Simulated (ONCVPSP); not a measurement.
# Which change was made? (Dy, ONCV)

ONCVPSP 4.0.1 input, shortened (lines: element, Z, core and valence counts, functional; n l f; lmax; l rc ep ncon nbas qcut; lloc lpopt rc5 dvloc0; l nproj debl; icmod fcfact rcfact), Wu-Cohen, fully relativistic:

```
  Dy 66.00   10    3  -118130      upf
    1    0    2.00
    2    0    2.00
    2    1    6.00
    3    0    2.00
    3    1    6.00
    3    2   10.00
    4    0    2.00
    4    1    6.00
    4    2   10.00
    4    3    9.00
    5    0    2.00
    5    1    6.00
    5    2    1.00
    3
    0    2.15    0.00    5    9    6.10
    1    1.90    0.00    3    6    8.00
    2    2.50    0.00    4    8    7.30
    3    2.00    0.27    4    7    6.00
    4    5    1.55    2.00
    0    3    2.90
    1    1    1.80
    2    2    3.70
    3    2    1.00
    0    0.00    0.00
```

Open shells are filled in proportion to 2j + 1.

In the s channel the program set the typed energies aside and used -2.455, 0.050, 2.950 Ha.

Cutoffs, loose and tight: the cutoffs (Ha) at which the residual kinetic energy of the hardest occupied pseudo-wave falls to 1 and 0.1 mHa per electron. They do not see the model core or the augmentation charge, which bear on the density cutoff. Test errors are all-electron minus pseudo excitation energies from the reference, over the configurations 5s2 5p6 5d1 6s2; 5s2 5p6 5d1 6s1; 5s2 5p6 5d0; 5s2 5p6 5d1 6p1; variants that change the core or the reference have their own tests.

The base gives: outcome: generated, projector energies reset by the program; cutoff, loose: 20 Ha; cutoff, tight: 24 Ha; bound ghosts: f7/2, f5/2; GHOST(+) flags above zero: s; largest test error (meV): +60.

(1) After one change the result is: outcome: failed: ERROR pspot: first pseudo wave function has node, program will stop. Which change was it?
A. s: qcut 8.8; p: qcut 11.5; d: qcut 10.5; f: qcut 8.6
B. reference 5s2 5p6 5d1 6s2; wave 5s: rc 2.15 bohr, ncon 5, nbas 9, qcut 6.1 1/bohr, 3 projectors, debl 2.9 Ha becomes 5s+6s: rc 2.15 bohr, ncon 5, nbas 9, qcut 6.1 1/bohr, 3 projectors, debl 2.9 Ha
C. core correction Teter function, fcfact 3.75, rcfact 1.75

Results:

(1) A. The others give: core correction Teter function, fcfact 3.75, rcfact 1.75 → outcome: generated, projector energies reset by the program; cutoff, loose: 20 Ha; cutoff, tight: 24 Ha; bound ghosts: f7/2, f5/2; GHOST(+) flags above zero: s; largest test error (meV): -132 | reference 5s2 5p6 5d1 6s2; wave 5s: rc 2.15 bohr, ncon 5, nbas 9, qcut 6.1 1/bohr, 3 projectors, debl 2.9 Ha becomes 5s+6s: rc 2.15 bohr, ncon 5, nbas 9, qcut 6.1 1/bohr, 3 projectors, debl 2.9 Ha → outcome: generated; cutoff, loose: 20 Ha; cutoff, tight: 24 Ha; bound ghosts: f7/2, f5/2; GHOST(+) flags above zero: s; largest test error (meV): +14 over the solved tests; 1 of 4 tests not solved or not reliable.
